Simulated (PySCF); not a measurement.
## C3H8O2Si

C3H8O2Si is a small molecule, neutral, singlet. The structure, one conformer, was relaxed in the gas phase by PBE0-D3(BJ)/def2-SVP. No frequency run checks that it is a minimum.

SMILES: C=C[SiH](O)OC

| atom | x (Å) | y (Å) | z (Å) |
| --- | --- | --- | --- |
| Si1 | 0.926 | -0.066 | 0.034 |
| O2 | 2.392 | -0.580 | -0.530 |
| O3 | 0.150 | -1.423 | 0.605 |
| C4 | -1.082 | -1.404 | 1.270 |
| C5 | 0.013 | 0.736 | -1.367 |
| C6 | -0.551 | 1.943 | -1.244 |
| H7 | 1.040 | 0.919 | 1.157 |
| H8 | 2.855 | -1.219 | 0.020 |
| H9 | -1.884 | -0.966 | 0.648 |
| H10 | -1.035 | -0.830 | 2.215 |
| H11 | -1.370 | -2.437 | 1.516 |
| H12 | -0.094 | 0.197 | -2.318 |
| H13 | -0.469 | 2.524 | -0.317 |
| H14 | -1.113 | 2.417 | -2.057 |

Shieldings: GIAO PBE0/pcSseg-1. Shifts are against computed references at the same level: C TMS (σ 184.4 ppm), H TMS (σ 31.27 ppm), Si TMS (σ 352.0 ppm). Core levels by delta-SCF with SCAN, pcX-2 on the ionised atom and pcseg-1 elsewhere, spin-free X2C (2p3/2 is the spin-free 2p value less a third of a first-order spin-orbit splitting); from the vacuum level, for chosen atoms.

(1) Give the NMR and core-level values of the distinct atoms.

(2) Which of O2, O3 holds its core electrons tightest, and by how much against the loosest?

(3) By CAM-B3LYP/def2-SVPD (TDDFT singlets, Tamm-Dancoff triplets, ionisation by delta-SCF), where does absorption start, and what does vertical ionisation take?

Results:

(1) 
```tsv
atoms	bonded to	σ (ppm)	δ (ppm)	core level (eV)
Si1	1 C + 2 O + 1 H	365.7	-13.7	2p3/2 107.39
O2	1 Si + 1 H	288.9	-	1s 538.47
O3	1 C + 1 Si	302.4	-	1s 537.92
C4	1 O + 3 H	134.1	50.4	1s 292.38
C5	1 C + 1 Si + 1 H	41.7	142.8	1s 290.19
C6	1 C + 2 H	37.2	147.2	-
H7	1 Si	26.51	4.76	-
H8	1 O	29.74	1.53	-
H9 H10 H11	1 C	27.78	3.48	-
H12	1 C	24.93	6.34	-
H13	1 C	25.05	6.22	-
H14	1 C	24.78	6.48	-
```

Values are those of this one static structure, with the three H of a rotating XH3 group averaged; atoms that internal rotation interchanges would show their mean in an NMR spectrum.

The core-hole state of C5 is spin-contaminated (⟨S²⟩ 0.81 against 0.75 for a pure doublet), so that value and differences from it are less sure.

(2) O2 (bonded to 1 Si + 1 H), by 0.55 eV over O3 (bonded to 1 C + 1 Si).

(3) The lowest singlet lies at 6.43 eV (f 0.003), the strongest of the first 6 at 7.29 eV (f 0.355), the lowest triplet at 4.25 eV; vertical ionisation takes 10.20 eV.
